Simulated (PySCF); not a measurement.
PySCF input (M06-2X/def2-TZVPD):

```python
from pyscf import gto, scf, dft

mol = gto.M(
    atom='''
    Si    0.00008830   -1.00702553    0.02776018
    Br   -1.82833575    0.25490886    0.05090631
    Br    1.82829130    0.25203762   -0.06488106
    H     0.03890208   -1.78867663    1.27290334
    H    -0.03858251   -1.85609273   -1.17242975
    ''',
    basis='def2-tzvpd',
    charge=0,
    spin=0,
    verbose=4,
)

mf = dft.RKS(mol, xc='m062x').density_fit(auxbasis='def2-universal-jkfit')
mf.grids.level = 4
mf.conv_tol = 1e-9
mf.max_cycle = 100
mf.max_memory = 1500
mf.kernel()
if not mf.converged:
    mf = mf.newton()
    mf.kernel(mf.make_rdm1())
mf.analyze()
```

Output:

```
PySCF version 2.14.0

[INPUT] verbose = 4
[INPUT] num. atoms = 5
[INPUT] num. electrons = 86
[INPUT] charge = 0
[INPUT] spin (= nelec alpha-beta = 2S) = 0
[INPUT] symmetry False subgroup None
[INPUT] Mole.unit = angstrom
[INPUT] Symbol           X                Y                Z      unit          X                Y                Z       unit  Magmom
[INPUT]  1 Si     0.000088300000  -1.007025530000   0.027760180000 AA    0.000166862817  -1.903002452145   0.052459137369 Bohr   0.0
[INPUT]  2 Br    -1.828335750000   0.254908860000   0.050906310000 AA   -3.455053831251   0.481707932125   0.096198983912 Bohr   0.0
[INPUT]  3 Br     1.828291300000   0.252037620000  -0.064881060000 AA    3.454969832925   0.476282074887  -0.122607434071 Bohr   0.0
[INPUT]  4 H      0.038902080000  -1.788676630000   1.272903340000 AA    0.073514276876  -3.380108956110   2.405438695644 Bohr   0.0
[INPUT]  5 H     -0.038582510000  -1.856092730000  -1.172429750000 AA   -0.072910377098  -3.507506921496  -2.215571127792 Bohr   0.0

nuclear repulsion = 445.381886202598
number of shells = 63
number of NR pGTOs = 315
number of NR cGTOs = 175
basis = def2-tzvpd
ecp = {}

******** <class 'pyscf.df.df_jk.DFRKS'> ********
method = DFRKS
initial guess = minao
damping factor = 0
level_shift factor = 0
DIIS = <class 'pyscf.scf.diis.CDIIS'>
diis_start_cycle = 1
diis_space = 8
diis_damp = 0
SCF conv_tol = 1e-09
SCF conv_tol_grad = None
SCF max_cycles = 100
direct_scf = False
XC library pyscf.dft.libxc version 7.1.2
    S. Lehtola, C. Steigemann, M. J. T. Oliveira, and M. A. L. Marques,  SoftwareX 7, 1–5 (2018)
XC functionals = m062x
    Y. Zhao and D. G. Truhlar,  Theor. Chem. Acc. 120, 215 (2008)
    Y. Zhao and D. G. Truhlar,  Theor. Chem. Acc. 120, 215 (2008)
radial grids:
    Treutler-Ahlrichs [JCP 102, 346 (1995); DOI:10.1063/1.469408] (M4) radial grids

becke partition: Becke, JCP 88, 2547 (1988); DOI:10.1063/1.454033
pruning grids: <function nwchem_prune>
grids dens level: 4
symmetrized grids: False
atomic radii adjust function: <function treutler_atomic_radii_adjust>
small_rho_cutoff = 0
Set gradient conv threshold to 3.16228e-05
Initial guess from minao.
tot grids = 120712
******** <class 'pyscf.df.df.DF'> ********
auxbasis = def2-universal-jkfit
init E= -5437.15444364985
  HOMO = -0.334006604802831  LUMO = -0.0365974089095804  gap/eV = 8.09292
cycle= 1 E= -5439.13012742903  delta_E= -1.98  |g|= 0.349  |ddm|= 1.99
  HOMO = -0.361012830708286  LUMO = -0.035901803392516  gap/eV = 8.84672
cycle= 2 E= -5439.1354361135  delta_E= -0.00531  |g|= 0.293  |ddm|= 0.56
[...]
cycle= 9 E= -5439.15982389427  delta_E= -2.14e-10  |g|= 6.06e-06  |ddm|= 3.32e-05
  HOMO = -0.361031100097458  LUMO = -0.00733608147879572  gap/eV = 9.62453
Extra cycle  E= -5439.15982389429  delta_E= -1.46e-11  |g|= 3.88e-06  |ddm|= 1.06e-05
converged SCF energy = -5439.15982389429
**** SCF Summaries ****
Total Energy =                       -5439.159823894287911
Nuclear Repulsion Energy =             445.381886202597912
One-electron Energy =                -8456.564332138714235
Two-electron Energy =                 2572.022622041828072
Two-electron Coulomb Energy =         2776.533852780928100
DFT Exchange-Correlation Energy =     -204.511230739100085
HOMO-LUMO gap [eV] =                     9.624531684983500
**** MO energy ****
MO #1   energy= -485.382561441475  occ= 2
MO #2   energy= -485.382560218881  occ= 2
MO #3   energy= -67.0894903370073  occ= 2
MO #4   energy= -63.3676613400739  occ= 2
MO #5   energy= -63.3676602703061  occ= 2
MO #6   energy= -57.1864772851856  occ= 2
MO #7   energy= -57.186473707633   occ= 2
MO #8   energy= -57.1850870183097  occ= 2
MO #9   energy= -57.1850812362666  occ= 2
MO #10  energy= -57.1850142321677  occ= 2
MO #11  energy= -57.1850121731817  occ= 2
MO #12  energy= -9.03350251243549  occ= 2
MO #13  energy= -9.03350043046387  occ= 2
MO #14  energy= -6.85539509461589  occ= 2
MO #15  energy= -6.85539412456112  occ= 2
MO #16  energy= -6.85004424310188  occ= 2
MO #17  energy= -6.8500435997679   occ= 2
MO #18  energy= -6.84978817953527  occ= 2
MO #19  energy= -6.84978743294433  occ= 2
MO #20  energy= -5.62377233837999  occ= 2
MO #21  energy= -3.9355131563488   occ= 2
MO #22  energy= -3.93416160480892  occ= 2
MO #23  energy= -3.93232092367937  occ= 2
MO #24  energy= -2.88918848660273  occ= 2
MO #25  energy= -2.88918575134366  occ= 2
MO #26  energy= -2.88723406269042  occ= 2
MO #27  energy= -2.88722902038663  occ= 2
MO #28  energy= -2.88699876483534  occ= 2
MO #29  energy= -2.88699508238951  occ= 2
MO #30  energy= -2.88201670159677  occ= 2
MO #31  energy= -2.88201469712358  occ= 2
MO #32  energy= -2.88201259403794  occ= 2
MO #33  energy= -2.88201023478287  occ= 2
MO #34  energy= -0.887008772991221 occ= 2
MO #35  energy= -0.863659851561819 occ= 2
MO #36  energy= -0.620426008246943 occ= 2
MO #37  energy= -0.466542805502957 occ= 2
MO #38  energy= -0.450612968876722 occ= 2
MO #39  energy= -0.443287367692479 occ= 2
MO #40  energy= -0.378052814339042 occ= 2
MO #41  energy= -0.372918480295876 occ= 2
MO #42  energy= -0.361471540795982 occ= 2
MO #43  energy= -0.361031100097458 occ= 2
MO #44  energy= -0.00733608147879572 occ= 0
MO #45  energy= 0.00482286350808331 occ= 0
MO #46  energy= 0.0106458281980287 occ= 0
MO #47  energy= 0.0270716916135764 occ= 0
MO #48  energy= 0.0304627390461597 occ= 0
MO #49  energy= 0.0359686981373574 occ= 0
MO #50  energy= 0.0373811445053466 occ= 0
MO #51  energy= 0.0488843086044488 occ= 0
MO #52  energy= 0.0495258437849619 occ= 0
MO #53  energy= 0.0591703647643811 occ= 0
MO #54  energy= 0.0858038097272189 occ= 0
MO #55  energy= 0.111239021358996  occ= 0
MO #56  energy= 0.113032375641839  occ= 0
MO #57  energy= 0.117816182590161  occ= 0
MO #58  energy= 0.127547941322056  occ= 0
MO #59  energy= 0.13608275744464   occ= 0
MO #60  energy= 0.15351434878508   occ= 0
MO #61  energy= 0.15938083426147   occ= 0
MO #62  energy= 0.164355614296575  occ= 0
MO #63  energy= 0.181256275388708  occ= 0
MO #64  energy= 0.184908316396462  occ= 0
MO #65  energy= 0.190422257959388  occ= 0
MO #66  energy= 0.201899324155532  occ= 0
MO #67  energy= 0.202120239476284  occ= 0
MO #68  energy= 0.214234993651092  occ= 0
MO #69  energy= 0.215944202275498  occ= 0
MO #70  energy= 0.221184279965822  occ= 0
MO #71  energy= 0.236998177243842  occ= 0
MO #72  energy= 0.245258922265286  occ= 0
MO #73  energy= 0.284184228830282  occ= 0
MO #74  energy= 0.296709266249887  occ= 0
MO #75  energy= 0.303007084175992  occ= 0
MO #76  energy= 0.315532436341233  occ= 0
MO #77  energy= 0.328325367419337  occ= 0
MO #78  energy= 0.359668182186576  occ= 0
MO #79  energy= 0.379188163830375  occ= 0
MO #80  energy= 0.382298824563703  occ= 0
MO #81  energy= 0.384494366618771  occ= 0
MO #82  energy= 0.402575460897921  occ= 0
MO #83  energy= 0.435340847450564  occ= 0
MO #84  energy= 0.437451503250543  occ= 0
MO #85  energy= 0.448911085525617  occ= 0
MO #86  energy= 0.454174492725913  occ= 0
MO #87  energy= 0.471795447649431  occ= 0
MO #88  energy= 0.477552815556195  occ= 0
MO #89  energy= 0.483239144872165  occ= 0
MO #90  energy= 0.488552208066337  occ= 0
MO #91  energy= 0.499568647750172  occ= 0
MO #92  energy= 0.50482092547789   occ= 0
MO #93  energy= 0.525560104362351  occ= 0
MO #94  energy= 0.526626257180023  occ= 0
MO #95  energy= 0.531604111883313  occ= 0
MO #96  energy= 0.577429161855024  occ= 0
MO #97  energy= 0.593396885799749  occ= 0
MO #98  energy= 0.603392457928856  occ= 0
MO #99  energy= 0.616692304436642  occ= 0
MO #100 energy= 0.66149299871458   occ= 0
MO #101 energy= 0.666593607586843  occ= 0
MO #102 energy= 0.671044911046786  occ= 0
MO #103 energy= 0.690381592211519  occ= 0
MO #104 energy= 0.715737613484039  occ= 0
MO #105 energy= 1.02243920849034   occ= 0
MO #106 energy= 1.03412394055676   occ= 0
MO #107 energy= 1.07080215876681   occ= 0
[...]
```
